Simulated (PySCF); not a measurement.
CH₅AlF₂O₂Si, SMILES F[SiH](F)[CH2][Al]([OH])[OH].

Geometry optimised at B3LYP-D3(BJ)/def2-SVP. The structure was generated by enumeration; whether it is a known compound was not checked. The values are those of a single conformer.

These are r2SCAN/def2-TZVP (PySCF) values and carry that method's errors.

Computed frontier levels, gap, dipole moment and polarisability:
| Property | Value |
|---|---|
| highest occupied level | -7.31 eV |
| lowest empty level | -0.47 eV |
| orbital gap | 6.84 eV |
| dipole moment | 1.22 D |
| quadrupole, principal values (traceless, Buckingham form, about the centre of nuclear charge) | -10.84, -3.21, 14.05 D·Å |
| mean static polarisability | 62.7 bohr³ (9.30 Å³) |
| polarisability, principal values | 56.3, 59.4, 72.5 bohr³ |
